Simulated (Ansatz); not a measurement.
Consider the hydrogenolysis of a C–Ge bond: `B[O][GeH2][CH3]` + H₂ → CH₄ + `B[O][GeH3]`.

Calculated with Ansatz (gas phase, PBE0-D4/def2-TZVP geometries, no zero-point term in ΔE). CBS: MP2 limit from def2 TZ/QZ plus the TZ coupled-cluster correction, frozen cores. This one scheme is used for every species. DFT in def2-TZVPP. For Ge outer-core shells are correlated without core-valence functions, which leaves a few kJ/mol of doubt a bond. Scalar relativity is left out up to krypton. Each species was taken in one conformer, which may not be the lowest.

```csv
level,ΔE (kJ/mol)
ωB97M-V,-31.3
CCSD/def2-TZVPP,-33.3
HF/def2-QZVPP,-53.7
MP2/def2-QZVPP,-23.2
```

Q: What does CCSD(T)/CBS give? (An estimate is asked.)

A: The calculation gave: -27.7 kJ/mol. The listed levels differ from it by -3.6, -5.6, -26.0, 4.5 kJ/mol.

Largest T1 diagnostic among the species: 0.013.

The D4 term adds +8.4 kJ/mol with B3LYP and +4.7 kJ/mol with PBE0; it sums over pairs of atoms, weighted by their polarisabilities, and B3LYP, whose exchange is more repulsive, gets the larger term. In def2-TZVPP, CCSD(T) changes the Hartree–Fock value by +23.8 kJ/mol (the triples alone add +4.1 kJ/mol) and MP2 by +29.2 kJ/mol.

B3LYP here is the variant with VWN-RPA as its local correlation; programs differ in this.
